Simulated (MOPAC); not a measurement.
MOPAC input (MNDO):

```
MNDO 1SCF GEO-OK AUX(PRECISION=9) THREADS=1
GeO2

Ge    0.00000000 1    0.00000000 1    0.00000000 1
O     0.00000000 1    0.00000000 1    1.62404800 1
O    -0.00000000 1   -0.00000000 1   -1.62404800 1
```

From the output:

```
                                                       MOPAC v23.2.5 Linux

          FINAL HEAT OF FORMATION =         47.49356 KCAL/MOL =     198.71307 KJ/MOL

          COSMO AREA              =         87.45 SQUARE ANGSTROMS
          COSMO VOLUME            =         73.61 CUBIC ANGSTROMS

          IONIZATION POTENTIAL    =         10.429945 EV
          HOMO LUMO ENERGIES (EV) =        -10.430 -0.620
          NO. OF FILLED LEVELS    =          8
          MOLECULAR WEIGHT        =        104.5888         POINT GROUP:  D*h

          MOLECULAR DIMENSIONS (Angstroms)

            Atom       Atom       Distance
            O     3    O     2     3.24810
            O     3    O     2     0.00000
           Ge     1    O     2     0.00000

          SCF CALCULATIONS        =          1

   ATOM   CHEMICAL          X               Y               Z
  NUMBER   SYMBOL      (ANGSTROMS)     (ANGSTROMS)     (ANGSTROMS)

     1      Ge          0.00000000  *   0.00000000  *   0.00000000  *
     2       O          0.00000000  *   0.00000000  *   1.62404800  *
     3       O         -0.00000000  *  -0.00000000  *  -1.62404800  *

                             CARTESIAN COORDINATES

   1   Ge        0.000000000     0.000000000     0.000000000
   2    O        0.000000000     0.000000000     1.624048000
   3    O       -0.000000000    -0.000000000    -1.624048000

           Empirical Formula: O2 Ge  =     3 atoms

      MOLECULAR POINT GROUP   :   D*h

                  EIGENVALUES
 -36.53220 -35.50101 -13.47858 -12.49765 -12.49765 -11.78329 -10.42995 -10.42995
  -0.62016   0.12976   0.12976   6.17804

              NET ATOMIC CHARGES AND DIPOLE CONTRIBUTIONS

  ATOM NO.   TYPE          CHARGE      No. of ELECS.   s-Pop       p-Pop
    1         Ge           1.548725        2.4513     0.79303     1.65824
    2          O          -0.774362        6.7744     1.90908     4.86529
    3          O          -0.774362        6.7744     1.90908     4.86529
 DIPOLE           X         Y         Z       TOTAL
 POINT-CHG.     0.000     0.000    -0.000     0.000
 HYBRID        -0.000    -0.000     0.000     0.000
 SUM           -0.000    -0.000    -0.000     0.000

          ATOMIC ORBITAL ELECTRON POPULATIONS

     Atom    s        px        py        pz
    1 Ge   0.79303   0.49132   0.49132   0.67560
    2  O   1.90908   1.75434   1.75434   1.35661
    3  O   1.90908   1.75434   1.75434   1.35661

 **********************
 *                    *
 * JOB ENDED NORMALLY *
 *                    *
 **********************

 == MOPAC DONE ==
```

The geometry given is a B3LYP-D3(BJ)/def2-TZVP minimum.
